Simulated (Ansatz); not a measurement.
`[BH2][GeH2][O][SiH2]F` + HCl → `[BH2][GeH2][Cl]` + `O[SiH2]F`  (ligand exchange at a Ge–O bond)

Calculated with Ansatz (gas phase, PBE0-D4/def2-TZVP geometries, no zero-point term in ΔE). CCSD(T)/CBS adds triple-zeta CCSD(T) − MP2 to the extrapolated MP2 energy (def2 sets, frozen cores). This one scheme is used for every species. Functionals use def2-TZVPP. For Ge outer-core shells are correlated without core-valence functions, which leaves a few kJ/mol of doubt a bond. Scalar relativity is left out up to krypton. One conformer a species, not always the lowest.

```csv
level,ΔE (kcal/mol)
ωB97M-V,-9.8
r2SCAN,-10.2
CCSD/def2-TZVPP,-8.0
HF/def2-QZVPP,-8.7
```

What does CCSD(T)/CBS give? (Best estimate.)

The calculation gave: -8.7 kcal/mol. The listed levels differ from it by -1.1, -1.5, 0.7, 0.0 kcal/mol.

Largest T1 diagnostic among the species: 0.012.

The D4 term adds +0.9 kcal/mol with B3LYP and +0.6 kcal/mol with PBE0; it sums over pairs of atoms, weighted by their polarisabilities, and B3LYP, whose exchange is more repulsive, gets the larger term.

B3LYP here is the variant with VWN-RPA as its local correlation; programs differ in this.
